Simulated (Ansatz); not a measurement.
C₂H₇ClGeO₂, SMILES `C[O][Ge]([CH3])([OH])[Cl]`, charge 0, multiplicity 1.

Task: Give a relaxed structure at PBE0-D4/def2-TZVP (Ansatz). (Best estimate.)

Result: Computed: 
Cartesian coordinates in Å:
```
C 0.625 1.543 1.453
O 0.417 1.117 0.123
Ge -0.298 -0.454 -0.209
C -0.331 -0.713 -2.109
O 0.612 -1.722 0.618
Cl -2.270 -0.486 0.684
H 1.271 0.850 2.004
H -0.321 1.650 1.995
H 1.115 2.517 1.417
H 0.694 -0.786 -2.472
H -0.825 0.135 -2.582
H -0.868 -1.630 -2.345
H 0.178 -2.021 1.421
```
This is one stationary point; other conformers may exist.
